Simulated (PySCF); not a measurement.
C₄H₁₁NSi.
Atom-mapped SMILES: `[SiH3:1][N:2]1[CH2:3][CH2:4][CH2:5][CH2:6]1` (hydrogens: H7, H8, H9 on Si1; H10, H11 on C3; H12, H13 on C4; H14, H15 on C5; H16, H17 on C6)

The geometry is computed with GFN2-xTB (gas phase).

Problem. What internal coordinates does the optimisation give?

Solution. 
| bond | length (pm) |
| --- | --- |
| Si1–N2 | 170.9 |
| N2–C3, N2–C6 | 144.8 |
| C3–C4 | 152.5 |
| C4–C5 | 152.8 |
| C5–C6 | 153.6 |
| Si1–H7, Si1–H8 | 146.3 |
| Si1–H9 | 147.6 |
| C3–H10 | 110.1 |
| C3–H11, C6–H16, C6–H17 | 109.4 |
| C4–H12 and 3 like bonds | 108.9 |

Bonds in one row agree within 1 pm and their mean is given. A selection of angles:
| angle | degrees |
| --- | --- |
| N2–Si1–H7 | 105.5 |
| N2–Si1–H9 | 114.8 |
| H7–Si1–H8 | 113.1 |
| H7–Si1–H9 | 109.1 |
| H8–Si1–H9 | 108.4 |
| Si1–N2–C3 | 125.2 |
| Si1–N2–C6 | 123.6 |
| C3–N2–C6 | 109.0 |
| N2–C3–C4 | 103.3 |
| N2–C3–H10 | 111.7 |
| N2–C3–H11 | 110.2 |
| C4–C3–H10 | 109.9 |
| C4–C3–H11 | 113.5 |
| H10–C3–H11 | 108.3 |
| C3–C4–C5 | 101.7 |
| C3–C4–H12 | 109.7 |
| C3–C4–H13 | 113.0 |
| C5–C4–H12 | 110.3 |
| C5–C4–H13 | 112.9 |
| H12–C4–H13 | 109.1 |
| C4–C5–C6 | 103.7 |
| C6–C5–H14 | 112.2 |
| H14–C5–H15 | 108.4 |
| C5–C6–H16 | 110.8 |
| N2–C6–C5 | 106.0 |

Torsions: Si1–N2–C3–C4 164° (antiperiplanar); N2–C3–C4–C5 40° (synclinal); C3–C4–C5–C6 -33° (synclinal); C4–C5–C6–N2 14° (synperiplanar); Si1–N2–C6–C5 176° (antiperiplanar). The mirror-image conformer, all signs reversed, is as good.

The 5-membered ring N2–C3–C4–C5–C6 has internal angles of 101.7° to 109.0°; it is puckered, 0.17 Å rms from its mean plane, widest ring torsion 40°. N2 (silicon-bound nitrogen) is almost planar (angles 125.2°, 123.6° and 109.0°, sum 357.8°, 0.13 Å off the plane of its three neighbours). Si1 (SiH3 silicon) is distorted tetrahedral (angles from 105.5° to 114.8°).

Point group: C1 (no symmetry element, even within 0.4 Å). No frequency check. One conformer, not necessarily the lowest.
